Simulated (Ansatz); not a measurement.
A run for Ansatz (a program for electronic structure): R-CCSD(T)/def2-SVP on H6O6W (SMILES [OH][W]([OH])([OH])([OH])([OH])[OH]). Elements past Kr take the def2 small-core potentials; no spin–orbit coupling.

Ansatz 0.2 input:
```yaml
crystal:
  periodic: [false, false, false]
  atoms:
    - {symbol: W, position_ang: [-0.17707538, -0.15838938, -0.19558126]}
    - {symbol: O, position_ang: [1.77891088, -0.02267753, -0.17375516]}
    - {symbol: H, position_ang: [2.16019812, -0.10804881, 0.70682035]}
    - {symbol: O, position_ang: [-2.00864502, 0.23309940, -0.47319409]}
    - {symbol: H, position_ang: [-2.30942562, 1.14466710, -0.56323842]}
    - {symbol: O, position_ang: [-0.17579230, 1.77303857, 0.14268310]}
    - {symbol: H, position_ang: [0.70769256, 2.15417406, 0.19042885]}
    - {symbol: O, position_ang: [-0.48975399, -2.01816288, -0.02721886]}
    - {symbol: H, position_ang: [-0.67625369, -2.41070699, 0.83339912]}
    - {symbol: O, position_ang: [-0.04591683, -0.35894341, 1.75050429]}
    - {symbol: H, position_ang: [-0.04086279, 0.48015336, 2.22376574]}
    - {symbol: O, position_ang: [0.18926490, -0.27876651, -2.04927682]}
    - {symbol: H, position_ang: [1.08755915, -0.42943696, -2.36533683]}
basis:
  gaussian:
    orbitals: def2-SVP
magnetization: {spin_polarized: false}
correlation: {method: ccsd_t, electrons: outside_noble_gas}
scf: {lower_state_search: off}
```

**Question.** Give the final energy of this run.

**Answer.** -520.2485 hartree (reference determinant -518.8170, T1 diagnostic 0.024).

**Question.** How many basis functions does it have, and what does it roughly cost on one machine?

**Answer.** 146 functions; roughly 110 core-seconds.
